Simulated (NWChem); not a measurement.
Molecule: iodine (I₂); SMILES II

```xyz
2

I      0.0000     0.0000     1.3278
I      0.0000     0.0000    -1.3278
```
Atoms are numbered in this order, from 1.

Results from NWChem. Coordinates come from a PBE0-D3(BJ)/def2-TZVP optimisation. def2 effective core potentials on I; no spin-orbit coupling. Vertical excitations in the gas phase; the lowest state need not have the same character in each row.

```
level                           lowest excitation, singlet (eV)  oscillator strength of that lowest state  orbital gap (eV)
------------------------------  -------------------------------  ----------------------------------------  ----------------
PBE/def2-SVP, full TDDFT                                      ?                                     0.001                 ?
B3LYP/def2-SVP, full TDDFT                                 2.17                                     0.001              3.21
Hartree-Fock/def2-SVP, TDHF                                2.71                                     0.001              9.36
BHandHLYP/def2-SVP, full TDDFT                             2.36                                     0.001              5.49
```

### Question
Fill in the missing entries.

### Answer

- PBE/def2-SVP, full TDDFT, lowest excitation, singlet (eV): 2.09
- PBE/def2-SVP, full TDDFT, orbital gap (eV): 1.75
